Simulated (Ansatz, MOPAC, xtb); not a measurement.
Breaking a bond: NaC (anion, charge -1), lowest triplet found (which spin is the ground state isn't settled by this scan).

Computed with: GFN1-xTB (xtb); PM6, unrestricted, heats of formation (MOPAC); AM1, unrestricted, heats of formation (MOPAC); FCI = full CI/aug-cc-pVDZ, frozen core run with Ansatz (a program for electronic structure).

Energies relative to the lowest point of each curve between 2.01 and 2.90 Å, where full CI is lowest, in kJ/mol; the last columns give the difference from FCI:

| R / Å | GFN1-xTB | PM6 | AM1 | FCI | GFN1-xTB − FCI | PM6 − FCI | AM1 − FCI |
|---|---|---|---|---|---|---|---|
| 1.74 | 62.4 | 61.5 | 65.6 | 186.7 | -124.3 | -125.2 | -121.1 |
| 1.89 | 9.9 | 17.4 | 11.8 | 90.5 | -80.6 | -73.2 | -78.7 |
| 2.01 | 0.0 | 3.1 | 0.0 | 45.8 | -45.8 | -42.8 | -45.8 |
| 2.09 | 2.0 | 0.0 | 2.7 | 26.8 | -24.8 | -26.8 | -24.1 |
| 2.22 | 13.6 | 2.2 | 19.1 | 8.7 | 4.9 | -6.5 | 10.5 |
| 2.30 | 23.2 | 6.6 | 33.9 | 3.1 | 20.2 | 3.5 | 30.9 |
| 2.39 | 35.0 | 13.3 | 53.1 | 0.3 | 34.7 | 13.0 | 52.7 |
| 2.44 | 41.8 | 17.7 | 64.3 | 0.0 | 41.8 | 17.7 | 64.3 |
| 2.51 | 51.4 | 24.5 | 80.4 | 0.7 | 50.7 | 23.8 | 79.7 |
| 2.63 | 68.6 | 37.2 | 108.2 | 4.2 | 64.4 | 33.1 | 104.0 |
| 2.74 | 84.9 | 49.7 | 132.8 | 9.0 | 76.0 | 40.7 | 123.9 |
| 2.90 | 109.3 | 68.1 | 166.2 | 17.5 | 91.8 | 50.6 | 148.7 |
| 3.06 | 133.9 | 86.1 | 195.7 | 26.8 | 107.1 | 59.3 | 168.9 |
| 3.26 | 164.1 | 106.5 | 226.8 | 38.4 | 125.7 | 68.0 | 188.4 |
| 3.55 | 205.6 | 128.4 | 261.2 | 54.2 | 151.5 | 74.3 | 207.1 |
| 3.86 | 245.4 | 138.6 | 286.5 | 68.7 | 176.7 | 69.9 | 217.7 |
| 4.27 | 288.9 | 158.1 | 306.7 | 84.3 | 204.7 | 73.8 | 222.5 |
| 4.75 | 326.0 | 160.0 | 318.9 | 97.8 | 228.2 | 62.2 | 221.1 |
| 5.37 | 355.2 | 160.8 | 326.1 | — | — | — | — |
| 6.03 | 369.5 | 161.1 | 329.8 | — | — | — | — |
| 7.00 | — | 159.5 | 332.4 | — | — | — | — |
| 8.25 | — | 161.1 | 334.1 | — | — | — | — |

GFN1-xTB is furthest from FCI at 4.75 (228.2 kJ/mol, above); its mean absolute difference over the points is 91.9 kJ/mol.

PM6 is furthest from FCI at 1.74 (-125.2 kJ/mol, below); its mean absolute difference over the points is 48.0 kJ/mol.

AM1 is furthest from FCI at 4.27 (222.5 kJ/mol, above); its mean absolute difference over the points is 117.2 kJ/mol.

Dashes: no converged value, or the column stops at the first point that the program doubted or that broke a chosen test of continuity, which isn't proof of a fault.

Where the anion isn't bound against loss of the electron, the finite basis alone holds it. Also computed but left out beside FCI, since their determinant holds another spin at the minimum (<S²> over 0.7 above the pure value): UHF, UMP2, UCCSD, UCCSD(T), UCCSDT, UCCSDT(Q), UKS-B3LYP, UKS-PBE, UKS-B3LYP/6-31G*, UHF/6-31G*, UKS-M06-2X/6-31G*, UKS-BP86/6-31G*.
